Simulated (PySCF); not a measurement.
C₃H₆Cl, charge -1, singlet, at a GFN2-xTB geometry (in this run its highest filled SCF level lies above zero, so its values depend strongly on the basis, on diffuse functions most of all). Base run: PySCF with SVWN5/STO-3G.

Input for PySCF:
```python
from pyscf import gto, scf, dft

mol = gto.M(
    atom='''
C     0.87874214   -0.57746196    0.01178248
C     2.36128716   -0.21090347    0.01892378
C     0.05260727    0.70987802    0.08469850
H     0.66331677   -1.19415500    0.89661526
H     0.68416168   -1.22068093   -0.87379508
H     2.99566787   -1.10167485    0.03968092
Cl   -1.73162036    0.11908892    0.00897987
H     2.61173789    0.36877995   -0.87023935
H     2.58650261    0.40082008    0.89158272
H     0.14033970    1.19332350   -0.92893097
''',
    basis='sto-3g',
    charge=-1,
    verbose=4,
)

mf = dft.RKS(mol)
mf.xc = 'lda,vwn'
mf.kernel()
```

Variants of this job, named by their change:

```csv
change,ΔE vs base (mEh),grid points,electrons on the grid
base,0.000,120088,42.00003
grids.level = 0,-63.741,8608,42.00542
grids.level = 1,0.024,36688,41.99980
"grids.atom_grid = (30, 110)",0.740,24600,42.00012
"grids.atom_grid = (75, 302)",-0.001,145032,42.00004
grids.prune = dft.gen_grid.sg1_prune,0.041,51344,41.99985
grids.level = 7,0.006,645856,42.00000
"grids.atom_grid = (99, 590)",0.006,323160,42.00000
grids.prune = dft.gen_grid.treutler_prune,0.003,105048,42.00002
grids.becke_scheme = stratmann,0.000,120088,42.00003
small_rho_cutoff = 0,0.000,120088,42.00003
```
